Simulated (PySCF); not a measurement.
How methods differ on the ionisation energy of Se¹³⁺

Se¹³⁺ [Ar] 3d3 [3d3/2^3, M_J = 3/2] → Se¹⁴⁺ [Ar] 3d2 [3d3/2^2, M_J = 2], as a difference of total energies. Calculation: PySCF 2.14, in an even-tempered Gaussian basis (17 s from 1 bohr⁻², ratio 2.8; 12 p from 1.3 bohr⁻², ratio 2.8; 8 d from 1.3 bohr⁻², ratio 2.8; 4 f from 4.7 bohr⁻², ratio 3); the two-component X2C-1e Hamiltonian. Correlated levels: [Ne] frozen; the 76 highest virtual spinors dropped. "Screened" scales the spin-orbit matrix elements by Boettger's factors to mimic the two-electron term; Breit and QED terms are absent.

```
                    method  ionisation energy (eV)
           GHF (spin-free)                  427.34
          GMP2 (spin-free)                  427.71
 GHF (screened spin-orbit)                  427.20
GMP2 (screened spin-orbit)                  427.58
```

Problem. How much does correlation contribute at GMP2 (screened spin-orbit)?

Solution. 427.58 − (427.20) = 0.38 eV, measured against GHF (screened spin-orbit).

Breit and QED terms and the two-electron picture change are absent.

The spin-free rows relax to the high-spin LS determinant and lack the spin-orbit shift.

The labels give the starting determinants; with spin-orbit coupling the two ends relaxed to ⟨J²⟩ = 6.21, ⟨L²⟩ = 11.91, ⟨S²⟩ = 3.70 and ⟨J²⟩ = 6.91, ⟨L²⟩ = 11.75, ⟨S²⟩ = 1.92.

The determinant of Se¹³⁺ and of Se¹⁴⁺ mixes levels of different J (the jj label is only the starting occupation), so the difference between spin-free and spin-orbit rows is not the physical spin-orbit shift.

For comparison: 426 ± 3 eV (theoretical estimate listed by NIST; NIST Atomic Spectra Database, ionization energies).
